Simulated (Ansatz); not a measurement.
`CC(F)(F)C(F)CF` + CH₃OH → `COC(C)(F)F` + `FCCF`  (substitution at a C–C bond)

Gas-phase electronic energies from Ansatz, PBE0-D4/def2-TZVP geometries. CBS: MP2 limit from def2 TZ/QZ plus the TZ coupled-cluster correction, frozen cores. This one scheme is used for every species. Functionals use def2-TZVPP. Each species was taken in one conformer, which may not be the lowest.

```csv
level,ΔE (kcal/mol)
PBE0-D4,-2.5
ωB97X-V,-2.4
HF/def2-QZVPP,-5.2
MP2/CBS(def2),-0.9
```

Task: What does CCSD(T)/CBS give? (Best estimate.)

Result: Computed: -1.2 kcal/mol. The listed levels differ from it by -1.3, -1.2, -4.0, 0.3 kcal/mol.

Largest T1 diagnostic among the species: 0.011.

In def2-TZVPP, CCSD(T) changes the Hartree–Fock value by +3.3 kcal/mol (the triples alone add +0.2 kcal/mol) and MP2 by +3.6 kcal/mol. The D4 term adds +0.8 kcal/mol with B3LYP and +0.5 kcal/mol with PBE0; it sums over pairs of atoms, weighted by their polarisabilities, and B3LYP, whose exchange is more repulsive, gets the larger term.

B3LYP here is the variant with VWN-RPA as its local correlation; programs differ in this.
